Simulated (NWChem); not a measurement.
# ZrF3 cation; SMILES [F][Zr+]([F])[F]

```xyz
4

Zr     0.0000     0.0000     0.1995
F      1.6661    -0.5212    -0.3852
F     -1.2844    -1.1823    -0.3852
F     -0.3817     1.7035    -0.3852
```
Atoms are numbered in this order, from 1.

Level: PBE0/def2-SVP with def2 effective core potentials on Zr (NWChem), optimised geometry, unscaled harmonic frequencies. The spin multiplicity was typed, not searched, and may not be the lowest. def2 effective core potentials on Zr; no spin-orbit coupling.

Task: List the harmonic frequencies with IR intensities, and the thermochemistry.

Result: 
```csv
frequency (cm⁻¹),IR intensity (km/mol)
126,54.8
170,11.5
170,11.5
769,23.1
788,192.3
788,192.3
```

zero-point energy: 4.0 kcal/mol
thermal correction to the enthalpy at 298.15 K (with zero-point energy): 7.7 kcal/mol
heat capacity Cv: 13.7 cal/(mol K)
entropy at 298.15 K and 1 atm (symmetry number 3): 73.0 cal/(mol K)

Rigid rotor and harmonic oscillator.
